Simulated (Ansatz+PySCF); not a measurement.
Results of a calculation; reference values are marked as such.
**Several solutions for doublet NiH**

```xyz
2

Ni    0.0000    0.0000    0.0000
H     0.0000    0.0000    1.5340
```

Basis set: def2-SVP (spherical functions). Charge 0, multiplicity 2.

ROHF was run from several starts with Ansatz (development build ahead of 0.2.0) and PySCF 2.14.0.

| run | program | start | converged | energy (hartree) | <S²> |
| --- | --- | --- | --- | --- | --- |
| A | Ansatz | stability test followed | yes | -1507.12127 | 0.75 |
| B | Ansatz | search for the lowest state | yes | -1507.12127 | 0.75 |
| C | Ansatz | atomic start, no search | yes | -1507.12127 | 0.75 |
| D | PySCF | program defaults | no | – | – |

Problem. Which runs reached the lowest solution of this kind, and what is wrong with the others?

Solution. A, B, C reached the lowest solution found. Not converged: D. Caution: another spin multiplicity may lie lower. Caution: an unrestricted determinant lies well below (1.41 eV lower).
